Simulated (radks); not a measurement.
Question: The rubidium ion Rb+, [Kr]. Calculated with a radial shooting solver on a logarithmic mesh with Libxc functionals: non-relativistic Kohn-Sham, LDA (Slater exchange, Perdew-Wang correlation), spin-polarised, spherical densities, point nucleus. Every spin shell is full or empty, so the densities are truly spherical. Functionals are evaluated on that one density, not self-consistently. Rank these orbital-free kinetic functionals by their error against the exact value of the orbitals, and give that value: Thomas-Fermi, von Weizsacker, TF + vW, TF + vW/9, APBEK, revAPBEK, LKT, PG1, DePristo-Kress, Ernzerhof.

Answer: Exact: 2933.79 hartree. From best to worst, with 100 (|E| - |E exact|)/|E exact| (equal figures are ties): DePristo-Kress -0.08, APBEK +0.11, revAPBEK +0.32, Ernzerhof -0.39, TF + vW/9 -0.72, Thomas-Fermi -5.82, PG1 +16.98, LKT +21.51, TF + vW +40.05, von Weizsacker -54.13.
